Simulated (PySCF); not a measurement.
**Bond curve of KH**

Set-up: PySCF, no relativity, basis sets K 3-21G, H 3-21G. Energies in eV from K + H in their ground configurations at the same level. State: ¹Σ⁺ (singlet), closed shell.

All columns are PBE0. A positive dipole means K(−)H(+).

| R (Å) | E (eV) | μ (D) | Mulliken charge on K (basis-dependent) | HOMO (eV) | LUMO (eV) | Mayer bond order | ⟨S²⟩ |
| --- | --- | --- | --- | --- | --- | --- | --- |
| 2.000 | -1.198 | -7.33 | 0.32 | -4.23 | -1.14 | 0.89 | 0.00 |
| 2.093 | -1.320 | -7.59 | 0.30 | -4.22 | -1.18 | 0.90 | 0.00 |
| 2.186 | -1.391 | -7.83 | 0.29 | -4.19 | -1.21 | 0.91 | 0.00 |
| 2.256 | -1.418 | -8.00 | 0.28 | -4.17 | -1.24 | 0.92 | 0.00 |
| 2.326 | -1.426 | -8.16 | 0.27 | -4.15 | -1.27 | 0.92 | 0.00 |
| 2.396 | -1.419 | -8.31 | 0.27 | -4.12 | -1.30 | 0.93 | 0.00 |
| 2.489 | -1.390 | -8.52 | 0.26 | -4.08 | -1.34 | 0.93 | 0.00 |
| 2.605 | -1.330 | -8.76 | 0.25 | -4.03 | -1.39 | 0.94 | 0.00 |
| 2.745 | -1.233 | -9.05 | 0.24 | -3.98 | -1.45 | 0.94 | 0.00 |
| 2.931 | -1.077 | -9.42 | 0.24 | -3.90 | -1.53 | 0.94 | 0.00 |

A fit through these points gives, at Re = 2.326 Å, μ = -8.16 D and dμ/dR = -2.28 D/Å; the reduced mass is 0.9824 u.

**Question.** How strong is the fundamental in the double-harmonic approximation, I = 42.26·(dμ/dR)²/μred km/mol?

**Answer.** I = 42.26·(-2.28)²/0.9824 = 224 km/mol at PBE0.

3-21G is very small, so such numbers show the basis as much as the molecule.
